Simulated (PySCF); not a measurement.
## Arsenic: a sound run and one with changed settings

Sound run: As [Ar] 3d10 4s2 4p3, As⁺ [Ar] 3d10 4s2 4p2. Computed with PySCF 2.14 in cc-pVTZ-DK (6s5p3d1f, 43 functions), with the spin-free X2C one-electron Hamiltonian (Gaussian nucleus). In the sound run the correlated levels freeze [Ar] 3d10. The sound run starts from symmetry-adapted Hartree-Fock orbitals and uses a fine grid where one is needed.

Changed run: basis STO-3G, all-electron and non-relativistic. This setting is unsound on purpose.

| species | method | sound run (hartree) | changed run (hartree) | converged |
| --- | --- | --- | --- | --- |
| As | UHF | -2259.01435 | -2209.26367 | yes |
| As | MN15 | -2262.19747 | -2208.11435 | yes |
| As | PBE | -2260.40025 | -2210.07099 | yes |
| As | MP2 | -2259.08520 | -2209.26367 | yes |
| As⁺ | UHF | -2258.66841 | -2209.00633 | yes |
| As⁺ | MN15 | -2261.83243 | -2207.85389 | yes |
| As⁺ | PBE | -2260.03741 | -2209.79692 | yes |
| As⁺ | MP2 | -2258.72193 | -2209.01391 | yes |
| As⁺ | CCSD(T) | -2258.73883 | -2209.01980 | yes |

Ionisation energy of As:

```
 method  sound run (eV)  changed run (eV)
    UHF           9.413             7.003
   MN15           9.933             7.087
    PBE           9.873             7.458
    MP2           9.885             6.796
SCS-MP2           9.740             6.755
```

A minimal basis cannot let orbitals breathe on ionisation and holds almost no correlation. The Hamiltonian changed with the basis, so the totals do not compare.

For comparison, NIST gives 9.789 eV between the lowest levels.
